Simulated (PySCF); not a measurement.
## Correlation energy of Ne (neon, neutral)

[Ne], closed-shell 1S. Computed with PySCF 2.14 in def2-TZVP (5s3p2d1f, 31 functions), with no relativity, point nucleus. Frozen: 1s2; 8 electrons correlated.

MP2 pair energies summed by pair of shells (mhartree):

```csv
pair,energy,share (%)
2p-2p,-187.91,71.8
2s-2p,-64.21,24.5
2s-2s,-9.51,3.6
```

Total MP2 correlation energy: -261.63 mhartree.

Same-spin part -68.30 and opposite-spin part -193.33 mhartree; SCS-MP2 scales them by 1/3 and 6/5 to -254.76 mhartree.

```json
{"level": "CCSD", "correlation energy (mhartree)": "-264.36"}
{"level": "(T)", "correlation energy (mhartree)": "-3.98"}
{"level": "CCSD(T)", "correlation energy (mhartree)": "-268.34"}
```

Diagnostics: T1 = 0.0060, D1 = 0.0093, largest double amplitude 0.031.

Cost of the coupled-cluster step: 0.12 s of wall time on 1 thread of Neoverse-V2 (shared host), for 8 correlated electrons.

Iterations:

```
CC2 = 0
CCSD nocc = 4, nmo = 30
frozen orbitals [0]
max_cycle = 100
direct = 0
conv_tol = 1e-08
conv_tol_normt = 1e-06
diis_space = 8
diis_start_cycle = 0
Init t2, MP2 energy = -128.803119277308  E_corr(MP2) -0.261626518780579
Init E_corr(CCSD) = -0.261626518835482
cycle = 1  E_corr(CCSD) = -0.261389689851119  dE = 0.000236828984  norm(t1,t2) = 0.0184369
cycle = 2  E_corr(CCSD) = -0.264114170459118  dE = -0.00272448061  norm(t1,t2) = 0.00442058
cycle = 3  E_corr(CCSD) = -0.264204801720193  dE = -9.06312611e-05  norm(t1,t2) = 0.00137529
cycle = 4  E_corr(CCSD) = -0.264361931668668  dE = -0.000157129948  norm(t1,t2) = 0.000392932
cycle = 5  E_corr(CCSD) = -0.264362807168688  dE = -8.7550002e-07  norm(t1,t2) = 2.55951e-05
cycle = 6  E_corr(CCSD) = -0.264361085625867  dE = 1.72154282e-06  norm(t1,t2) = 3.89723e-06
cycle = 7  E_corr(CCSD) = -0.264361372965812  dE = -2.87339945e-07  norm(t1,t2) = 5.90631e-07
cycle = 8  E_corr(CCSD) = -0.264361371969289  dE = 9.96523308e-10  norm(t1,t2) = 3.3644e-08
CCSD converged
E(CCSD) = -128.8058541304965  E_corr = -0.2643613719692888
CCSD(T) correction = -0.00398151952633468
```
